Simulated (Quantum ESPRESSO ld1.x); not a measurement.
Species: the phosphorus ion P+. Configuration: [Ne] 3s2 3p2.

Calculated with ld1.x of Quantum ESPRESSO 7.5: non-relativistic Kohn-Sham, LDA (Slater exchange, VWN5 correlation), spin-polarised, spherical densities, point nucleus; open shells are filled with parallel spins first.

Energy parts (eV):
part                     energy
total                  -9241.49
kinetic                 9221.29
electron-nucleus      -21894.65
Hartree                 4018.18
exchange-correlation    -586.31

Orbitals (lengths in bohr, moments of r in powers of bohr; <r^-3> diverges for s and p1/2; r(90%) holds 90 % of the orbital's charge):
orbital	occ.	eigenvalue (eV)	<r^4>	<r^-3>	r(90%)	<r^2>
1s up	1	-2080.51	0.0005519	-	0.186	0.01463
1s down	1	-2080.24	0.0005518	-	0.186	0.01463
2s up	1	-182.820	0.1970	-	0.824	0.3276
2s down	1	-182.499	0.1955	-	0.823	0.3268
2p up	3	-135.185	0.1948	62.76	0.815	0.2977
2p down	3	-134.785	0.1925	62.78	0.813	0.2967
3s up	1	-23.9951	23.72	-	2.74	3.810
3s down	1	-22.0112	25.22	-	2.78	3.894
3p up	2	-15.0150	47.37	4.755	3.25	5.230
3p down	0	-13.1762	55.33	4.557	3.38	5.567

The highest occupied level is 3p up at -15.015 eV. Spin moment in Bohr magnetons: 2. Summed over all electrons, <r^2> = 20.63 bohr^2, which gives a Langevin (diamagnetic) susceptibility term of -16.3 x 10^-6 cm^3/mol.
